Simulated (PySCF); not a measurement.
BrH3S3Ti, SMILES [SH][Ti]([SH])([SH])[Br], multiplicity 1. Geometry: PBE0-D3(BJ)/def2-SVP. The spin state was assumed, not searched. One conformer was computed; it need not be the lowest.

Calculation: PBE0-D3(BJ)/def2-SVP in PySCF.

Harmonic wavenumbers (cm⁻¹): 80, 89, 101, 105, 122, 192, 220, 306, 307, 385, 411, 449, 488, 542, 546, 2663, 2664, 2689. Rotational constants (GHz): 1.171, 0.7507, 0.7326; symmetry number 1.

Problem. Work out the zero-point energy and the ideal-gas rigid-rotor harmonic-oscillator thermochemistry at 298.15 K and 1 atm.

Solution. ZPE = ½ Σ hcν = ½ × 12360 cm⁻¹ = 73.93 kJ/mol. H − E(el) = 102.52 kJ/mol. Entropy in J/(mol K): translation 176.40, rotation 127.99, vibration 120.91, total 425.30. G − E(el) = -24.28 kJ/mol. Cp = 136.28 J/(mol K). Modes under 150 cm⁻¹ make the vibrational entropy uncertain.
